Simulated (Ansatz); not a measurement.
`BCSBO` and `OBS[S][GaH2]` differ in one atom or group.

Ansatz, PBE0-D4/def2-TZVP geometries, multiplicity 1. Each molecule was computed in one conformer, which needn't be the lowest.

Scalar relativity is left out up to krypton.

| property | `BCSBO` |
| --- | --- |
| HOMO energy (ωB97M-V/def2-TZVPP) / eV | -10.28 |
| LUMO energy (ωB97M-V/def2-TZVPP) / eV | 1.05 |
| HOMO–LUMO gap (PBE0/def2-TZVPP) / eV | 7.24 |
| size of the dipole moment (B3LYP/def2-TZVPP) / D | 1.62 |
| HOMO energy (B3LYP/def2-TZVPP) / eV | -7.91 |
| HOMO–LUMO gap (B3LYP/def2-TZVPP) / eV | 6.80 |

Give the same properties after the change, and the shifts. (Best estimate.)

Ansatz gave: 
```csv
property,`OBS[S][GaH2]`,shift
HOMO energy (ωB97M-V/def2-TZVPP) / eV,-9.60,0.68
LUMO energy (ωB97M-V/def2-TZVPP) / eV,0.55,-0.50
HOMO–LUMO gap (PBE0/def2-TZVPP) / eV,5.98,-1.26
size of the dipole moment (B3LYP/def2-TZVPP) / D,0.64,-0.98
HOMO energy (B3LYP/def2-TZVPP) / eV,-7.24,0.67
HOMO–LUMO gap (B3LYP/def2-TZVPP) / eV,5.51,-1.29
```

With PBE0 the HOMO rises by 0.66 eV and the LUMO falls by 0.60 eV, so the gap narrows by about 1.26 eV. PBE moves the HOMO by 0.69 eV and ωB97M-V by 0.68 eV. Dipoles are sizes alone; their direction can turn.

B3LYP here is the variant with VWN-RPA as its local correlation; programs differ in this.
